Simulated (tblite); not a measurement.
C7H8OS.
Numbering: `[CH2:1]=[CH:2]/[CH:3]=[C:4](/[CH:5]=[S:6])[C:7]([CH3:8])=[O:9]` (hydrogens: H10, H11 on C1; H12 on C2; H13 on C3; H14 on C5; H15, H16, H17 on C8)

Computed with GFN2-xTB (tblite), gas phase: L-BFGS steps from a force-field or distance-geometry start until the largest atomic force falls under 0.01 eV/Å.

Step 3: E = -715.2379 eV
```
atom  x, y, z in Å  |  force x, y, z in eV/Å
C1      2.7298   -1.4834    0.6652   -0.359   0.112  -0.104
C2      1.4782   -1.1356    0.3262    0.207   0.116   0.046
C3      1.0982    0.2231    0.0440    0.084   0.004   0.013
C4     -0.1457    0.7051   -0.2533   -0.063  -0.199   0.091
C5     -0.3013    2.1131   -0.4934    0.091  -0.265   0.061
S6     -1.6493    2.9166   -0.9464   -0.015  -0.237   0.087
C7     -1.3006   -0.2769   -0.3127    0.034   0.044  -0.117
C8     -2.3783   -0.1024    0.7319    0.103   0.068  -0.011
O9     -1.3227   -1.1763   -1.1180    0.059   0.253   0.170
H10     3.5265   -0.7631    0.7548   -0.027   0.012  -0.028
H11     2.9775   -2.5115    0.8639    0.048   0.021   0.015
H12     0.7315   -1.9125    0.2605   -0.141   0.089  -0.060
H13     1.9101    0.9444    0.0885   -0.016  -0.039   0.038
H14     0.6144    2.6973   -0.3744   -0.105  -0.083  -0.041
H15    -2.5464   -1.0547    1.2356   -0.032   0.002  -0.141
H16    -2.1241    0.6429    1.4776    0.055   0.123  -0.048
H17    -3.3048    0.1858    0.2334    0.075  -0.022   0.026
```

Step 4: E = -715.2494 eV
```
atom  x, y, z in Å  |  force x, y, z in eV/Å
C1      2.7241   -1.4811    0.6633   -0.039  -0.016  -0.009
C2      1.4786   -1.1307    0.3264   -0.095  -0.019  -0.021
C3      1.0986    0.2246    0.0433    0.103  -0.063   0.052
C4     -0.1468    0.7006   -0.2492    0.075  -0.106   0.063
C5     -0.2950    2.1030   -0.4910   -0.274  -0.211  -0.002
S6     -1.6452    2.9051   -0.9415   -0.084  -0.204   0.061
C7     -1.2993   -0.2691   -0.3141   -0.032  -0.103   0.003
C8     -2.3742   -0.1009    0.7315    0.054   0.138   0.018
O9     -1.3208   -1.1710   -1.1146    0.047   0.145   0.024
H10     3.5233   -0.7647    0.7535   -0.005   0.057  -0.028
H11     2.9791   -2.5085    0.8642   -0.003   0.050  -0.001
H12     0.7280   -1.9071    0.2583   -0.091   0.131  -0.048
H13     1.9095    0.9427    0.0900    0.027   0.040   0.029
H14     0.6040    2.6910   -0.3768    0.239   0.071   0.008
H15    -2.5481   -1.0540    1.2296    0.011  -0.013  -0.103
H16    -2.1220    0.6478    1.4753    0.046   0.084  -0.033
H17    -3.3008    0.1844    0.2351    0.020   0.018  -0.012
```

Problem. Estimate the geometry and energy of step 5. (The exact step hangs on the optimiser's Hessian estimate; all steps are aligned on step 4, rigid shifts and turns removed.)

Solution. E = -715.2551 eV, largest force 0.246 eV/Å
```
atom  x, y, z in Å  |  force x, y, z in eV/Å
C1      2.7222   -1.4806    0.6627   -0.078   0.013  -0.022
C2      1.4759   -1.1286    0.3258    0.041  -0.094   0.015
C3      1.1001    0.2244    0.0437    0.095  -0.046   0.058
C4     -0.1458    0.6968   -0.2461    0.081  -0.064   0.049
C5     -0.2961    2.0950   -0.4898   -0.129  -0.053   0.018
S6     -1.6446    2.8962   -0.9382   -0.190  -0.154   0.026
C7     -1.2993   -0.2665   -0.3142   -0.005  -0.056   0.124
C8     -2.3715   -0.0980    0.7316   -0.007   0.091   0.016
O9     -1.3191   -1.1668   -1.1131    0.015  -0.017  -0.125
H10     3.5215   -0.7647    0.7524    0.000   0.074  -0.028
H11     2.9798   -2.5061    0.8642   -0.012   0.010   0.002
H12     0.7251   -1.9023    0.2565   -0.123   0.084  -0.046
H13     1.9097    0.9426    0.0912    0.046   0.060   0.026
H14     0.6027    2.6891   -0.3779    0.186   0.011   0.003
H15    -2.5488   -1.0538    1.2251    0.036   0.016  -0.083
H16    -2.1202    0.6515    1.4736    0.048   0.081  -0.006
H17    -3.2986    0.1840    0.2358   -0.004   0.046  -0.026
```

The energy changes by -0.0057 eV. The first-order estimate −F·Δx gives -0.0078 eV and the mean of the old and new forces, exact on a quadratic surface, -0.0057 eV. The step makes an angle of 49° with the force vector and moves no atom by more than 0.010 Å.

What follows is the cost of the whole relaxation. Hardware: an Arm Neoverse N1 with one thread, no GPU, shared host with 32 logical CPUs at a one-minute load of 12. Cost: 1.1 s of wall time.
